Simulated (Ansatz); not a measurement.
Cost and result for the atomization energy of C$_{6}$H$_{15}$GaOS, SMILES `CC(C)[O][Ga]([SH])[CH](C)C` (24 atoms, 23 bonds).

```xyz
24

C     0.8632   -1.0732   -2.6966
C     0.8256   -0.8526   -1.1972
C     2.0268   -1.4698   -0.5050
O    -0.3630   -1.4247   -0.6948
Ga   -1.3784   -0.6943    0.5794
S    -3.0379   -2.0608    1.0597
C    -1.0590    1.0914    1.3771
C     0.3239    1.1965    2.0115
C    -1.2893    2.1968    0.3502
H    -0.0071   -0.6165   -3.1719
H     0.8465   -2.1441   -2.9138
H     1.7665   -0.6419   -3.1356
H     0.8410    0.2339   -1.0111
H     2.9618   -1.0580   -0.8937
H     2.0297   -2.5511   -0.6622
H     1.9938   -1.2838    0.5718
H    -3.5635   -1.2282    1.9737
H    -1.8125    1.1890    2.1665
H     0.4875    0.4421    2.7855
H     1.1195    1.0853    1.2698
H     0.4565    2.1790    2.4798
H    -0.5833    2.1299   -0.4826
H    -2.2979    2.1725   -0.0706
H    -1.1503    3.1824    0.8101
```

Total charge 0; spin multiplicity 1. Correlated methods include outer-core shells of Ga, which these sets cover unevenly. Scalar relativity is left out up to krypton. Geometry: relaxed with PBE0-D4/def2-TZVP. It is one conformer, not always the lowest. Program: Ansatz. All runs use 4 threads of an AMD EPYC 7R13 on a shared host and a share of an NVIDIA H100 80 GB. Times are those of one run each, without the atoms' runs, and a repeat can differ threefold. Electronic energies, without spin–orbit coupling; frozen cores. CCSD(T)/CBS adds CCSD(T) − MP2 in def2-TZVPP to the MP2 limit, and its time is that of the two runs behind it. T1 = 0.012. With those shells the extrapolation isn't a true limit. B3LYP takes the VWN-RPA correlation (the form of Gaussian; ORCA's B3LYP/G).

CCSD(T)/CBS is a level of theory with its own doubt, some kJ/mol a heavy atom from the limit and from the frozen cores, so smaller differences don't rank the functionals.

```csv
level,functions,wall time
LDA (SPW92)/def2-TZVPP,517,5.5 s
revPBE-D4/def2-TZVPP,517,5.5 s
BLYP-D4/def2-TZVPP,517,5.5 s
BHLYP-D4/def2-TZVPP,517,6 s
r2SCAN-D4/def2-TZVPP (with forces),517,7.5 s
r2SCANh-D4/def2-TZVPP,517,8.5 s
PBE-QIDH/def2-TZVPP,517,11 s
B97M-V/def2-TZVPP,517,12 s
B3LYP-D4/def2-TZVPP (with forces),517,13 s
CCSD(T)/def2-SVP,223,14 s
MP2/def2-QZVPP,1008,14 s
CCSD(T)/def2-TZVPP,517,5.2 min
CCSD(T)/CBS(def2),–,5.4 min
```

Question: What atomization energy does each give, and how far from CCSD(T)/CBS? (An estimate is asked.)

Answer: The calculation gave: 
```tsv
level	atomization (kcal/mol)	difference from CCSD(T)/CBS	per bond
LDA (SPW92)/def2-TZVPP	2492.8	299.4	13.0
revPBE-D4/def2-TZVPP	2178.7	-14.7	-0.6
BLYP-D4/def2-TZVPP	2174.7	-18.7	-0.8
BHLYP-D4/def2-TZVPP	2135.8	-57.6	-2.5
r2SCAN-D4/def2-TZVPP (with forces)	2197.7	4.3	0.2
r2SCANh-D4/def2-TZVPP	2187.8	-5.6	-0.2
PBE-QIDH/def2-TZVPP	2187.0	-6.4	-0.3
B97M-V/def2-TZVPP	2194.3	0.9	0.0
B3LYP-D4/def2-TZVPP (with forces)	2185.8	-7.6	-0.3
CCSD(T)/def2-SVP	2100.0	-93.4	-4.1
MP2/def2-QZVPP	2200.3	6.9	0.3
CCSD(T)/def2-TZVPP	2146.6	-46.8	-2.0
CCSD(T)/CBS(def2)	2193.4	0.0	0.0
```

From PBE to PBE0 (25 % exact exchange), in def2-TZVPP and without D4, the atomization energy moves by −25.5 kcal/mol: exact exchange takes away binding that semilocal exchange gives to molecules. In def2-TZVPP, CCSD(T) changes the Hartree–Fock value by +519.1 kcal/mol (the triples alone add +29.6 kcal/mol) and MP2 by +545.5 kcal/mol; breaking electron pairs costs correlation energy, which Hartree–Fock lacks. The D4 term adds +23.3 kcal/mol with B3LYP and +12.8 kcal/mol with PBE0; it sums over pairs of atoms, weighted by their polarisabilities, and B3LYP, whose exchange is more repulsive, gets the larger term.
